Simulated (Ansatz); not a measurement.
`CSB(Cl)Cl` + H₂Se → `ClB(Cl)[SeH]` + CH₃SH at 298.15 K and 1 bar (ligand exchange at a B–S bond).

Isolated molecules relaxed with PBE0-D4/def2-TZVP in Ansatz; ΔE leaves out vibrations. CCSD(T)/CBS is the MP2 limit (def2-TZVPP, def2-QZVPP) plus CCSD(T) − MP2 in def2-TZVPP, frozen cores. This one scheme is used for every species. For Se outer-core shells are correlated without core-valence functions, which leaves a few kJ/mol of doubt a bond. Scalar relativity is left out up to krypton. One conformer a species, not always the lowest.

| species | CCSD(T)/CBS energy (Eh) | H − E (kJ/mol) | S (J/(mol·K)) |
| --- | --- | --- | --- |
| `CSB(Cl)Cl` | -1382.09730 | 140.6 | 347.8 |
| H₂Se | -2401.89790 | 45.8 | 219.1 |
| `ClB(Cl)[SeH]` | -3345.76079 | 55.6 | 324.0 |
| CH₃SH | -438.22835 | 133.0 | 253.2 |

H − E and S are ideal-gas, rigid-rotor, harmonic terms from PBE0-D4/def2-TZVP, for one conformer and one mirror image of each species. 1 Eh = 2625.50 kJ/mol, R = 8.31446 J/(mol·K).

By hand: ΔE, ΔH, ΔS and ΔG.

ΔE = (-3345.76079) + (-438.22835) − (-1382.09730) − (-2401.89790) = 0.00606 Eh = 15.9 kJ/mol. Δ(H − E) = 55.6 + 133.0 − 140.6 − 45.8 = 2.2, so ΔH = 18.1 kJ/mol. ΔS = 324.0 + 253.2 − 347.8 − 219.1 = 10.3 J/(mol·K). ΔG = 18.1 − 298.15 × (10.3)/1000 = 15.0 kJ/mol.

By hand: the equilibrium constant, and the temperature at which ΔG would vanish if ΔH and ΔS stayed fixed.

log₁₀ K = −ΔG/(RT ln 10) = -2.6. ΔG = 0 at ΔH/ΔS = 1757 K, though so small a ΔS makes that figure unsure.

The number of gas molecules stays the same, so ΔS is small and ΔH decides. A doubt of 5 kJ/mol in ΔE shifts log₁₀ K by 0.9 here. Other conformers and mirror images would add mixing entropy, several J/(mol·K) or more a flexible species. These are equilibria of isolated gas molecules and say nothing of rates. Largest T1 diagnostic: 0.012 (customary marks: 0.02 for closed shells, 0.045 for open ones).
